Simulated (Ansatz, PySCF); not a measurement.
Gas-phase reaction in SMILES: O[S] → [O]S
Each molecule is optimised on its own at B3LYP-D3(BJ)/def2-TZVP (Ansatz, an electronic-structure program).

Quantity: isomerisation energy (0 K, with B3LYP-D3(BJ) harmonic zero-point energies from PySCF), in eV. Correlated levels leave the core frozen unless marked. UHF or UKS for open shells. No spin-orbit coupling. No relativistic terms. CBS(X,Y): correlation extrapolated as X^-3; Hartree-Fock from the larger set.

```
level                                        program  isomerisation energy (eV)
------------------------------------  --------------  -------------------------
revPBE-D3(BJ)/def2-TZVPD              Ansatz + dftd3                      -0.32
TPSS-D3(BJ)/def2-TZVPD                 PySCF + dftd3                      -0.34
B3LYP-D3(BJ)/def2-TZVPD               Ansatz + dftd3                          ?
PBE0-D4/def2-TZVPD                    Ansatz + dftd4                          ?
BHLYP/def2-TZVPD                              Ansatz                          ?
CCSD(T)/CBS(def2-TZVPPD,def2-QZVPPD)          Ansatz                      -0.13
```

### Question
Some entries are withheld; supply them.

### Answer

- B3LYP-D3(BJ)/def2-TZVPD, isomerisation energy (eV): -0.22
- PBE0-D4/def2-TZVPD, isomerisation energy (eV): -0.24
- BHLYP/def2-TZVPD, isomerisation energy (eV): -0.14
